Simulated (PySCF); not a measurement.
Species: C2F5O (doublet state).
Geometry (GFN2-xTB, Å), atoms numbered from 1 in this order:
```
atom  x, y, z in Å
F1    -2.3096   -0.9362   -0.2793
C2    -1.3139   -0.0725   -0.3213
F3    -1.5081    0.9314    0.5266
O4    -0.1008   -0.7105   -0.2364
C5     1.0068    0.0141    0.0084
F6     1.1018    1.0894   -0.7734
F7     2.0587   -0.7497   -0.2146
F8     1.0742    0.4435    1.2655
```

The hyperfine couplings belong to this conformer and change with its torsions.

As a line formula: `O([C](F)F)C(F)(F)F` [radical].

The calculation used UKS B3LYP, pcH-1 on C F O, non-relativistic, mean-field spin-orbit, GIAO (PySCF). One conformer (not necessarily the lowest) at the GFN2-xTB geometry, without solvent, vibrations or thermal averaging. A GFN2-xTB geometry isn't a minimum of the functional, and hyperfine couplings can be far from their values at a DFT geometry. The SCF solution wasn't tested for stability.

Task: Predict the first-order ENDOR lines of F1/F3 and F6/F7/F8 under fast tumbling at B = 1210.2 mT (Q band).

Result: For S = 1/2 in fast tumbling each set of equivalent nuclei gives two lines, ν± = |νn ± a/2| to first order, with νn = g_N μN B/h and μN/h = 7.62259 MHz/T.

```csv
nuclei,isotope,g_N,νn (MHz),a_iso (MHz),lower line (MHz),upper line (MHz)
F1/F3,19F,5.2577,48.50,356.92,129.96,226.96
F6/F7/F8,19F,5.2577,48.50,8.07,44.47,52.54
```

Task: Which pairs are centred on the nuclear Larmor frequency, and which on half the coupling?

Result: Centred on νn, since |a| < 2νn: F6/F7/F8. Centred on |a|/2 and split by 2νn: F1/F3.

Task: At what field would the lower line of F1/F3 fall to zero frequency?

Result: Where νn = |a|/2, that is B = 178.46 MHz/(5.2577 × 7.62259 MHz/T) = 4450 mT, as far as first order holds there.

Nuclei that the bonding pattern makes equivalent are averaged, as if the motion that swaps them (rotation, inversion, ring flip) were fast. The three 19F nuclei of mean +8.1 MHz run from -5.5 to 25.2 MHz in the frozen geometry. The 19F value of +356.9 MHz is a mean of couplings from 334.0 to 379.8 MHz in this one geometry, not an average over conformers.

The largest Mulliken spin populations are on C2 (+0.82) and O4 (+0.06). No atom but C2 exceeds +0.15. The angles at C2 add up to 338.7°, so it is pyramidal.
